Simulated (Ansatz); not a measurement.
Reaction (cleavage of the B–Si bond): `BB[SiH](O)C=N` + HBr → `BBBr` + `N=C[SiH2]O`

Program: Ansatz. Geometries: PBE0-D4/def2-TZVP. ΔE: electronic, gas phase. CCSD(T)/CBS is the MP2 limit (def2-TZVPP, def2-QZVPP) plus CCSD(T) − MP2 in def2-TZVPP, frozen cores. Functionals use def2-TZVPP. For Br outer-core shells are correlated without core-valence functions, which leaves a few kJ/mol of doubt a bond. Scalar relativity is left out up to krypton. One conformer a species, not always the lowest.

`BB[SiH](O)C=N`:

Cartesian coordinates in Å:
```
B -0.218 2.460 1.075
B -0.951 1.049 0.817
Si -0.340 -0.101 -0.718
O 1.052 0.378 -1.448
C 0.033 -1.876 -0.159
N 1.209 -2.275 -0.426
H 0.748 2.537 1.785
H -0.554 3.472 0.526
H -1.866 0.601 1.450
H -1.482 -0.150 -1.682
H 1.688 -0.351 -1.450
H -0.703 -2.510 0.353
H 1.384 -3.235 -0.123
```

HBr:

Cartesian coordinates in Å:
```
Br -0.294 0.510 0.397
H 0.294 -0.510 -0.397
```

`BBBr`:

```xyz
6

B     0.313   -0.027    0.824
B    -0.119   -0.223   -0.751
Br   -1.279    1.173   -1.375
H    -0.351   -0.474    1.715
H     1.275    0.617    1.133
H     0.162   -1.066   -1.545
```

`N=C[SiH2]O`:

Z-matrix (Å, degrees):
```
Si
C 1 1.893
O 1 1.636 2 104.4
H 1 1.487 2 109.9 3 -120.4
H 1 1.487 2 109.9 3 120.4
N 2 1.271 1 114.1 3 0.0
H 2 1.099 1 123.7 3 -180.0
H 3 0.969 1 109.7 2 -0.0
H 6 1.021 2 113.0 1 180.0
```

```
             level  ΔE (kJ/mol)
         r2SCAN-D4        -79.7
           PBE0-D4        -79.0
           ωB97M-V        -87.1
            B2PLYP        -92.1
     HF/def2-TZVPP       -104.9
SCS-MP2/def2-TZVPP       -100.5
   CCSD/def2-TZVPP        -91.6
    MP2/def2-QZVPP       -100.4
```

**Question.** What does CCSD(T)/CBS give? (Best estimate.)

**Answer.** The calculation gave: -91.7 kJ/mol. The listed levels differ from it by 12.0, 12.7, 4.6, -0.4, -13.2, -8.8, 0.1, -8.7 kJ/mol.

Largest T1 diagnostic among the species: 0.014.

In def2-TZVPP, CCSD(T) changes the Hartree–Fock value by +14.2 kJ/mol (the triples alone add +0.9 kJ/mol) and MP2 by +4.9 kJ/mol. The D4 term adds +4.3 kJ/mol with B3LYP and +2.9 kJ/mol with PBE0; it sums over pairs of atoms, weighted by their polarisabilities, and B3LYP, whose exchange is more repulsive, gets the larger term. From PBE to PBE0 (25 % exact exchange), in def2-TZVPP and without D4, ΔE moves by −6.7 kJ/mol.

B3LYP here is the variant with VWN-RPA as its local correlation; programs differ in this.
